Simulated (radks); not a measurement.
Values are calculated unless marked as measured or tabulated.
Isoelectronic series with 3 electrons, all held in the configuration [He] 2s1, which need not be the ground one along the series. Code: a radial shooting solver on a logarithmic mesh with Libxc functionals. Model: Dirac Kohn-Sham, PBE, spin-unpolarised, spherical densities, point nucleus. Total energies (hartree) and orbital eigenvalues (hartree):

| ion | E (hartree) | 2s1/2 | 1s1/2 |
|---|---|---|---|
| S13+ | -272.69742 | -24.96719 | -111.9046 |
| Sc18+ | -477.51800 | -45.96742 | -199.8488 |
| Fe23+ | -740.64303 | -73.47070 | -313.6416 |
| Ga28+ | -1063.22739 | -107.6266 | -453.7707 |
| Kr33+ | -1446.72670 | -148.6252 | -620.8531 |
| Nb38+ | -1892.93153 | -196.7020 | -815.6488 |
| Pd43+ | -2404.01177 | -252.1435 | -1039.080 |
| Sb48+ | -2982.57411 | -315.2955 | -1292.255 |
| Ba53+ | -3631.7364 | -386.5735 | -1576.499 |
